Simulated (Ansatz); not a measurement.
Coupled-cluster diagnostics for the cluster Be2Se2⁺, Ansatz.

Geometry of the doublet (PBE0-D4/def2-TZVP):

| atom | x (Å) | y (Å) | z (Å) |
| --- | --- | --- | --- |
| Be1 | -0.526 | 0.547 | 1.243 |
| Be2 | 0.741 | -1.168 | -0.452 |
| Se3 | -1.191 | -0.304 | -0.583 |
| Se4 | 0.976 | 0.925 | -0.209 |

Correlated methods freeze 18 core orbitals; core or outer-core shells of Se are correlated, in sets that lack core-valence functions. In CCSD on the charge 1 doublet the largest single amplitude is 0.49, so its Hartree–Fock determinant may place the open shell otherwise than the density functionals do. Another isomer (doublet) lies 2.13 eV lower at PBE0-D4/def2-TZVP; other spin states weren't run for this one.

Q: Estimate the CCSD(T) correlation energy, the shares of MP2 and (T), T1 and the reference's ⟨S²⟩ for: charge 1, doublet, own geometry in def2-TZVPP; and the rough time on 4 threads of Arm Neoverse V2 on a shared host.

A: 
| state | basis | correlation (eV) | MP2 share (%) | (T) share (%) | T1 | ⟨S²⟩ (pure) | wall time | remarks |
| --- | --- | --- | --- | --- | --- | --- | --- | --- |
| charge 1, doublet, own geometry | def2-TZVPP | -18.580 | 93.1 | 4.3 | 0.058 | 0.76 (0.75) | 65 s | large T1 (0.058) |
Customary marks for T1 are 0.02 (closed shells), 0.045 (open shells) and about 0.05 (3d metals). T1 exceeds 0.02 in 1 of 1 rows and 0.045 in 1; the higher it lies, the less the single-reference result can be trusted.
